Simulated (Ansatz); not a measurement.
`NC1(F)O[SiH2]1` + H₂ → `NC1O[SiH2]1` + H–F at 500 K and 1 bar (hydrogenolysis of a C–F bond).

Gas-phase electronic energies from Ansatz, PBE0-D4/def2-TZVP geometries. CCSD(T)/CBS is the MP2 limit (def2-TZVPP, def2-QZVPP) plus CCSD(T) − MP2 in def2-TZVPP, frozen cores. This one scheme is used for every species. Each species was taken in one conformer, which may not be the lowest.

```json
{"species": "`NC1(F)O[SiH2]1`", "CCSD(T)/CBS energy (Eh)": "-559.17981", "H − E (kJ/mol)": "188.3", "S (J/(mol·K))": "368.7"}
{"species": "H₂", "CCSD(T)/CBS energy (Eh)": "-1.17544", "H − E (kJ/mol)": "41.0", "S (J/(mol·K))": "145.5"}
{"species": "`NC1O[SiH2]1`", "CCSD(T)/CBS energy (Eh)": "-459.98718", "H − E (kJ/mol)": "205.6", "S (J/(mol·K))": "344.2"}
{"species": "H–F", "CCSD(T)/CBS energy (Eh)": "-100.39570", "H − E (kJ/mol)": "39.4", "S (J/(mol·K))": "188.7"}
```

H − E and S are ideal-gas, rigid-rotor, harmonic terms from PBE0-D4/def2-TZVP, for one conformer and one mirror image of each species. The MP2-based limit puts H₂ 0.8 mEh under its directly extrapolated value; such offsets cancel only in part. 1 Eh = 2625.50 kJ/mol, R = 8.31446 J/(mol·K).

By hand: ΔE, ΔH, ΔS and ΔG.

ΔE = (-459.98718) + (-100.39570) − (-559.17981) − (-1.17544) = -0.02763 Eh = -72.5 kJ/mol. Δ(H − E) = 205.6 + 39.4 − 188.3 − 41.0 = 15.7, so ΔH = -56.8 kJ/mol. ΔS = 344.2 + 188.7 − 368.7 − 145.5 = 18.7 J/(mol·K). ΔG = -56.8 − 500 × (18.7)/1000 = -66.1 kJ/mol.

By hand: the equilibrium constant, and the temperature at which ΔG would vanish if ΔH and ΔS stayed fixed.

log₁₀ K = −ΔG/(RT ln 10) = 6.9. ΔH and −TΔS have one sign here, so there is no such temperature.

ΔH outweighs TΔS. A doubt of 5 kJ/mol in ΔE shifts log₁₀ K by 0.5 here. Other conformers and mirror images would add mixing entropy, several J/(mol·K) or more a flexible species. These are equilibria of isolated gas molecules and say nothing of rates. Largest T1 diagnostic: 0.014 (customary marks: 0.02 for closed shells, 0.045 for open ones).
